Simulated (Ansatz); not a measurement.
Species: sum formula VO$_{2}$F, net charge 0, singlet state. 
Coordinates optimised at B3LYP-D3(BJ)/def2-TZVP (Ansatz, a program for electronic structure):
```
V
O 1 1.5835
O 1 1.5835 2 110.96
F 1 1.7665 2 119.26 3 144.56
```
Charge 0, spin multiplicity 1.

Basis-set convergence of Hartree-Fock and CCSD(T) correlation energies (hartree) with Ansatz. Valence correlation only, unless marked. No spin-orbit coupling. The frozen core is the preceding noble-gas configuration, with the filled d and f shells of earlier blocks. No relativistic terms. The program attaches cautions to a run behind CCSD(T)/def2-SVPD: large difference. The program attaches cautions to a run behind CCSD(T)/def2-TZVPPD: large difference.

The Hartree-Fock reference is unstable (checked in the largest basis), which strains HF and MP2. The T1 diagnostic of CCSD in the largest basis is 0.041, which is high, so the coupled-cluster rows are less sure than usual.

| basis | functions | E(HF) | E(corr, CCSD(T)) | rough core time |
|---|---|---|---|---|
| def2-SVPD | 103 | -1191.66390 | -0.90353 | 30 s |
| def2-TZVPPD | 187 | ? | ? | 2.0 min |

What belongs in the gaps?


- def2-TZVPPD, E(HF): -1192.09764
- def2-TZVPPD, E(corr, CCSD(T)): -1.06486
